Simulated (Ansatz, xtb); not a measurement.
# Relative energy of two isomers of C2H10N2OSi

Structure X is `CN[SiH](O)NC`, a singlet and structure Y is `CN[Si@H](N)OC`, a singlet. Both are isolated molecules in the gas phase, relaxed with B3LYP/def2-SVP, each in the lowest conformer that the search found.

Question: Estimate E(Y) − E(X) at the level CCSD(T)/def2-SVP + ΔMP2/def2-TZVPP.

Answer: Calculated at CCSD(T)/def2-SVP + ΔMP2/def2-TZVPP: E(Y) − E(X) = +16.7 kJ/mol, so structure X lies lower.

How the difference moves with the method:

```json
{"level": "B3LYP/def2-SVP", "geometry": "B3LYP/def2-SVP", "E(Y) − E(X) (kJ/mol)": "+12.5", "departure from the last row (kJ/mol)": "−4.2", "job, with rough time for the two": "optimisation, 2.5 min"}
{"level": "HF/def2-SVP", "geometry": "B3LYP/def2-SVP", "E(Y) − E(X) (kJ/mol)": "+9.9", "departure from the last row (kJ/mol)": "−6.8", "job, with rough time for the two": "part of the CCSD(T) run"}
{"level": "MP2/def2-SVP", "geometry": "B3LYP/def2-SVP", "E(Y) − E(X) (kJ/mol)": "+20.2", "departure from the last row (kJ/mol)": "+3.5", "job, with rough time for the two": "part of the CCSD(T) run"}
{"level": "CCSD(T)/def2-SVP", "geometry": "B3LYP/def2-SVP", "E(Y) − E(X) (kJ/mol)": "+17.8", "departure from the last row (kJ/mol)": "+1.1", "job, with rough time for the two": "single point"}
{"level": "CCSD(T)/def2-SVP + ΔMP2/def2-TZVPP", "geometry": "B3LYP/def2-SVP", "E(Y) − E(X) (kJ/mol)": "+16.7", "departure from the last row (kJ/mol)": "", "job, with rough time for the two": "single point, 72 s"}
```

As drawn, Y has 1 C–O, 1 N–H in place of 1 C–N, 1 O–H.

None of the levels shown reverses the order. The largest departure from CCSD(T)/def2-SVP + ΔMP2/def2-TZVPP is that of HF/def2-SVP, 6.8 kJ/mol. Levels run at GFN2-xTB geometries aren't shown. The last row adds to CCSD(T) the change of the MP2 difference between the two basis sets, here −1.1 kJ/mol.

With thermal terms from frequencies at re-optimised GFN2-xTB minima (ideal gas, soft modes damped towards free rotors, one conformer each, 298.15 K, 1 atm): the zero-point term adds −1.7 kJ/mol; ΔH is +15.9 and ΔG +13.2 kJ/mol.

The correlated steps freeze 10 core orbitals. Mirror images aren't counted in ΔG. Programs: Ansatz 0.2.0, xtb 6.7.1; the last row on 4 threads of Arm Neoverse V1 on a shared host.
